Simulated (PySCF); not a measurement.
C2H7ClGe, SMILES C[CH2][GeH2][Cl].

Geometry optimised at PBE0-D3(BJ)/def2-SVP. The values are those of a single conformer.

All values below come from B3LYP/def2-TZVP (PySCF).

| Quantity | Value |
|---|---|
| total energy | -2617.78338 hartree |
| highest occupied level | -8.04 eV |
| lowest empty level | -0.18 eV |
| orbital gap | 7.86 eV |
| dipole moment | 2.49 D |
| quadrupole, principal values (traceless, Buckingham form, about the centre of nuclear charge) | -2.05, 0.43, 1.62 D·Å |
| mean static polarisability | 66.9 bohr³ (9.91 Å³) |
| polarisability, principal values | 58.1, 68.3, 74.2 bohr³ |
